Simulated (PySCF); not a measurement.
## Computed properties of (E)-2-chlorobut-2-ene (C4H7Cl), SMILES C/C=C(\C)Cl

(E)-2-chlorobut-2-ene (C₄H₇Cl), SMILES C/C=C(\C)Cl. The structure is a stationary point at B3LYP-D3(BJ)/def2-SVP. The values are those of a single conformer. All values are computed for the isolated molecule unless a solvent is named; none is compared with measurement here.

**Structure.** The optimised structure has Cs symmetry. All 30 harmonic modes at B3LYP-D3(BJ)/def2-SVP (PySCF) are real, so it is a minimum. With heavy atoms numbered as in [CH3:1]/[CH:2]=[C:3](\[CH3:4])[Cl:5], the shortest bond between them is C2–C3 at 1.339 Å and the longest C3–Cl5 at 1.768 Å.

**Vibrations.** The strongest infrared lines (harmonic, unscaled, degenerate partners summed) lie at 1080 cm⁻¹ (39 km/mol, C 53 %, H 46 %), 3020 cm⁻¹ (29 km/mol, H 97 %), 1154 cm⁻¹ (27 km/mol, C 60 %, H 40 %). The softest mode is at 135 cm⁻¹ and the zero-point energy is 61.8 kcal/mol.

**Electronic structure.** ωB97X/def2-TZVP (PySCF) places the frontier levels at -9.20 and 2.41 eV, a gap of 11.61 eV, and gives a dipole moment of 2.09 D and a mean polarisability of 62.1 bohr³. PBE/def2-TZVP (PySCF) at the same geometry gives -5.75 and -0.78 eV, so its gap is 6.64 eV narrower. An orbital gap is neither the optical nor the fundamental gap.

**Excitations.** TDDFT-B3LYP/def2-SVPD (PySCF) has S1 at 5.94 eV (209 nm, f = 0.000, dark); the most intense of the 10 singlets computed lies at 6.48 eV (f = 0.35). T1 (TDA) is at 4.12 eV. TDDFT-PBE/def2-SVPD (PySCF) puts S1 at 5.67 eV. No vertical singlet excitation falls in the visible range (under 3.1 eV).

**NMR.** GIAO shifts at HF/pcSseg-1 (PySCF) (non-relativistic, atoms alike by connectivity averaged): ¹³C from 16.6 to 144.7 ppm against TMS; ¹H from 2.1 to 6.1 ppm against TMS. Without spin–orbit terms, shifts of atoms bonded to Cl or Br come out too high.
